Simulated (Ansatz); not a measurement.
## Ansatz (development build ahead of 0.2.0) run

```yaml
crystal:
  periodic: [false, false, false]
  atoms:
    - { symbol: C, position_ang: [0.0, 0.705, 0.0] }
    - { symbol: C, position_ang: [-1.34099, 1.14071, 0.0] }
    - { symbol: C, position_ang: [-2.16977, 0.0, 0.0] }
    - { symbol: C, position_ang: [-1.34099, -1.14071, 0.0] }
    - { symbol: C, position_ang: [0.0, -0.705, 0.0] }
    - { symbol: C, position_ang: [1.2211, 1.41, 0.0] }
    - { symbol: C, position_ang: [2.44219, 0.705, 0.0] }
    - { symbol: C, position_ang: [2.44219, -0.705, 0.0] }
    - { symbol: C, position_ang: [1.2211, -1.41, 0.0] }
    - { symbol: C, position_ang: [3.78318, 1.14071, 0.0] }
    - { symbol: C, position_ang: [4.61196, 0.0, 0.0] }
    - { symbol: C, position_ang: [3.78318, -1.14071, 0.0] }
    - { symbol: H, position_ang: [-1.67627, 2.17261, 0.0] }
    - { symbol: H, position_ang: [-3.25477, 0.0, 0.0] }
    - { symbol: H, position_ang: [-1.67627, -2.17261, 0.0] }
    - { symbol: H, position_ang: [1.2211, 2.495, 0.0] }
    - { symbol: H, position_ang: [1.2211, -2.495, 0.0] }
    - { symbol: H, position_ang: [4.11846, 2.17261, 0.0] }
    - { symbol: H, position_ang: [5.69696, 0.0, 0.0] }
    - { symbol: H, position_ang: [4.11846, -2.17261, 0.0] }
basis:
  gaussian: { orbitals: def2-TZVP }
magnetization:
  spin_polarized: true
  initial_magnetization: 2
hamiltonian:
  xc: { name: wB97X }
```

The input is written out in the form of the current development build from the run's settings.

Output:

| Item | Value |
| --- | --- |
| Converged | yes |
| Total energy | -462.01706 hartree |
| Spin squared of the determinant | 2.078 |
| Stability test | minimum |

Caution: another spin multiplicity may lie lower.
